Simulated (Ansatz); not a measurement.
`[O]=[W]([OH])([F])([F])[Cl]` + HCl → `[O]=[W]([F])([F])([Cl])[Cl]` + H₂O  (ligand exchange at a W–O bond)

Computed with Ansatz on PBE0-D4/def2-TZVP structures; ΔE is electronic, products minus reactants. CCSD(T)/CBS is the MP2 limit (def2-TZVPP, def2-QZVPP) plus CCSD(T) − MP2 in def2-TZVPP, frozen cores. This one scheme is used for every species. Functionals use def2-TZVPP. B3LYP here is the variant with VWN-RPA as its local correlation; programs differ in this. HSE06 is defined as in plane-wave codes. def2 core potentials past Kr. For W outer-core shells are correlated without core-valence functions, which leaves a few kJ/mol of doubt a bond. Each species was taken in one conformer, which may not be the lowest.

(1) Is it downhill or uphill in electronic energy at CCSD(T)/CBS, and by how much? (An estimate is asked.)

(2) What do these levels give: BLYP-D4, r2SCAN-D4, B97M-V, B3LYP-D4, r2SCANh-D4, BHLYP-D4, B2PLYP, HSE06, HF/def2-SVP, CCSD(T)/def2-SVP, HF/def2-QZVPP, MP2/CBS(def2)? (Estimate.)

Largest T1 diagnostic among the species: 0.021, so the coupled-cluster value is less sure than usual.

Results:

(1) The calculation gave: Downhill: ΔE = -9.4 kJ/mol.

(2) The calculation gave: BLYP-D4 -6.8, r2SCAN-D4 -7.0, B97M-V -6.8, B3LYP-D4 -5.5, r2SCANh-D4 -6.9, BHLYP-D4 -3.1, B2PLYP -6.9, HSE06 -8.7, HF/def2-SVP 16.3, CCSD(T)/def2-SVP 9.6, HF/def2-QZVPP 7.5, MP2/CBS(def2) -22.8 kJ/mol.

At CCSD(T), def2-SVP lies +19.0 kJ/mol from the extrapolated value and def2-TZVPP +5.5 kJ/mol. From BLYP to BHLYP (50 % exact exchange), in def2-TZVPP and without D4, ΔE moves by +4.5 kJ/mol. In def2-TZVPP, CCSD(T) changes the Hartree–Fock value by −12.6 kJ/mol (the triples alone add −4.6 kJ/mol) and MP2 by −26.0 kJ/mol.
